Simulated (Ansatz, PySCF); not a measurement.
Species: GeF₃, charge 0, multiplicity 2. SMILES: [F][Ge]([F])[F]
Geometry: optimised at B3LYP-D3(BJ)/def2-TZVP (Ansatz, an electronic-structure program).

Quantity: atomisation energy, in kcal/mol. Conventions: frozen cores in correlated levels (noble-gas shells and the d and f shells of earlier blocks); atomisation electronic, to ground-state atoms; non-relativistic; open shells spin-unrestricted; LANL2DZ with its own core potentials from Na on; spin-orbit terms left out; six Cartesian d functions in 6-31G* and its kin unless marked 5d; no dispersion term unless named. Ab initio and DFT rows: single points at B3LYP-D3(BJ) geometries (Ansatz).

```
level                                           program  atomisation energy (kcal/mol)
---------------------------------------  --------------  -----------------------------
HF/STO-3G                                        Ansatz                          162.9
HF/6-31G*                                        Ansatz                          211.6
SVWN5/6-31G* with LANL2DZ past Ar                Ansatz                          389.3
PBE/3-21G                                        Ansatz                          356.7
BLYP/6-31G* with LANL2DZ past Ar                 Ansatz                          335.3
B3LYP/LANL2DZ                                    Ansatz                          286.7
PBE0/6-31G*                                      Ansatz                          319.2
M06-2X/6-31G* with LANL2DZ past Ar (5d)           PySCF                          320.8
MP2/6-31G*                                       Ansatz                          331.0
PBE/def2-TZVPD                                   Ansatz                          342.9
B3LYP-D3(BJ)/def2-TZVPD                  Ansatz + dftd3                          325.1
wB97X-V/def2-TZVPD                               Ansatz                          332.3
```

No value to compare with is used here. The 9 habitual levels span 162.9 (HF/STO-3G) to 389.3 kcal/mol (SVWN5/6-31G* with LANL2DZ past Ar); B3LYP-D3(BJ)/def2-TZVPD gives 325.1.

The levels are drawn from those run, B3LYP/6-31G* more often than the rest, none by its result; runs whose electronic state is in doubt are left out.
